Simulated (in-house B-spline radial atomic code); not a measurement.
Mg²⁺: [He] 2s2 (2p1/2)2 (2p3/2)3 (4d5/2)1 (an excited or competing configuration)

Level of theory: Dirac-Hartree-Fock, average of the jj configuration, Fermi nucleus of rms radius 3.057 fm; calculated with a B-spline radial code for spherical atoms.

Screening seen three ways: the hydrogenic charge with the same mean radius, Z_r = [3n² - l(l+1)]/(2<r>), the one with the same energy, Z_e = n√(-2ε), and Slater's rules. Values are occupation-weighted means over j.

| shell | electrons | ε (eV) | <r> (bohr) | Z_r | Z_e | Slater |
| --- | --- | --- | --- | --- | --- | --- |
| 1s | 2 | -1388.5 | 0.1302 | 11.52 | 10.10 | 11.70 |
| 2s | 2 | -144.71 | 0.6676 | 8.99 | 6.52 | 8.20 |
| 2p | 5 | -107.28 | 0.6397 | 7.82 | 5.62 | 8.20 |
| 4d | 1 | -7.8475 | 6.76 | 3.11 | 3.04 | 3.00 |

The least bound orbital is 4d5/2 at -7.848 eV, and it is also the most diffuse (<r> = 6.76 bohr).

For the 1s electron the small component carries 0.18 % of the norm, the zero-frequency Breit interaction raises the level by 0.6791 eV, self-energy by 0.2775 eV, and vacuum polarisation lowers it by 0.01607 eV.

The density falls to 0.001 bohr⁻³ at 2.547 bohr; Σ<r²> = 56.209 bohr² gives, by the non-relativistic formula and without the paramagnetism of open shells, a Langevin diamagnetic susceptibility of -44.52×10⁻⁶ cm³/mol.
